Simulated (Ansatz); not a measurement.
`C[NH2+][B-](C)(C)O`, 18 atoms. Charge 0, multiplicity 1. All runs use 4 threads of an AMD EPYC 7R43 on a shared host. Correlated methods freeze the cores.

Question: How many basis functions does each run have, and how long does it take in Ansatz? RHF-MP2/def2-TZVPP energy; RKS ωB97M-V/def2-SVP energy; RKS ωB97M-V/def2-QZVPP energy; RKS PBE0-D4/def2-TZVP relaxation (10 steps); RKS r2SCAN-D4/def2-TZVPP energy and forces; RKS CAM-B3LYP-D4/def2-TZVPP energy; RHF-CCSD(T)/def2-SVP energy; RKS PBE0-D4/def2-SVP energy; RKS PBE0-D4/def2-QZVPP energy; RKS revPBE-D4/def2-TZVPP energy; RKS B2PLYP (frozen core)/def2-TZVPP energy; direct RPA on PBE orbitals/def2-TZVPP energy. (An estimate is asked.)

Answer: Ansatz gave: Other jobs shared the machine, so times are rough.

| level | job | functions | wall time | peak host memory (GiB) |
| --- | --- | --- | --- | --- |
| RKS PBE0-D4/def2-SVP | energy | 144 | 1.8 s | 0.78 |
| RKS revPBE-D4/def2-TZVPP | energy | 354 | 4.9 s | 0.57 |
| RKS ωB97M-V/def2-SVP | energy | 144 | 5.5 s | 0.78 |
| RHF-MP2/def2-TZVPP | energy | 354 | 7.5 s | 1.3 |
| RKS r2SCAN-D4/def2-TZVPP | energy and forces | 354 | 9 s | 0.61 |
| RKS CAM-B3LYP-D4/def2-TZVPP | energy | 354 | 10 s | 1.3 |
| direct RPA on PBE orbitals/def2-TZVPP | energy | 354 | 11 s | 1.4 |
| RKS PBE0-D4/def2-QZVPP | energy | 702 | 17 s | 3.1 |
| RKS B2PLYP (frozen core)/def2-TZVPP | energy | 354 | 26 s | 1.4 |
| RHF-CCSD(T)/def2-SVP | energy | 144 | 27 s | 1.3 |
| RKS ωB97M-V/def2-QZVPP | energy | 702 | 31 s | 3.9 |
| RKS PBE0-D4/def2-TZVP | relaxation (10 steps) | 258 | 74 s | 0.86 |
